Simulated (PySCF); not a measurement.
# PdH₃⁻: from structure and modes to constants

All numbers come from PBE0/[Pd def2-TZVPD with ECP28, H def2-TZVPD], scalar-relativistic core potentials, density fitting, no spin–orbit coupling, PySCF.

The singlet minimum has C2v symmetry. Masses (u): Pd 105.90348, H 1.00782.

```xyz
4
charge -1 multiplicity 1, angstrom
Pd    0.0000    0.0000   -0.0152
H     0.0000    0.0000    1.4841
H     1.6608    0.0000    0.0556
H    -1.6608    0.0000    0.0556
```

Harmonic wavenumbers (cm⁻¹): 212.6 (b2, ×1), 697.2 (b1, ×1), 744.0 (a1, ×1), 1471.7 (b2, ×1), 1797.9 (a1, ×1), 2192.8 (a1, ×1).

**Question.** What is the harmonic zero-point energy?

**Answer.** Half the sum of all 6 wavenumbers, 7116/2 = 3558 cm⁻¹, which is 42.6 kJ/mol (1 cm⁻¹ = 0.0119627 kJ/mol).

**Question.** Give the standard entropy (298.15 K, 1 bar) by its translational, rotational, vibrational and spin parts, and Cp.

**Answer.** Sackur–Tetrode with M = 108.93 u gives 167.4; rotation with symmetry number 2 gives 61.8; vibration 10.9; spin R ln 1 = 0.0. The total is 240.1 J/(mol K), and Cp = 4 R + 14.7 = 48.0 J/(mol K).

Stability towards spin polarisation was not tested. Other isomers or separated fragments may lie lower. The lowest empty level of this anion is unbound, so it and the gap depend on the basis.
